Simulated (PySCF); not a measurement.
This script is equivalent to a calculation on Re²⁺ (rhenium, charge +2).

```python
from pyscf import gto, scf, dft, mp, cc
import basis_set_exchange as bse
txt = bse.get_basis("def2-SVP", elements=["Re"], fmt="nwchem", header=False)
cut = txt.index("\nECP")
mol = gto.M(atom="Re 0 0 0", charge=2, spin=5, symmetry="D2h",
            basis=gto.basis.parse(txt[:cut]),
            ecp={"Re": gto.basis.parse_ecp(txt[cut:])})
mf = scf.UHF(mol)
mf.irrep_nelec = {'Ag': (3, 1), 'B1g': (1, 0), 'B2g': (1, 0), 'B3g': (1, 0), 'B1u': (1, 1), 'B2u': (1, 1), 'B3u': (1, 1)}
mf.kernel()
```

(1) What total energy does it give?

(2) Which occupied shell lies highest, and where?

(3) What is ⟨S²⟩, and what would a pure spin state give?

Energies and moments cover only the electrons outside the core potential. Spin-orbit coupling, which splits the p, d and f shells strongly at this Z, is absent.

Results:

(1) -76.73684 hartree (calculated).

(2) 5d α, at -28.136 eV.

(3) 8.752, against 8.75.
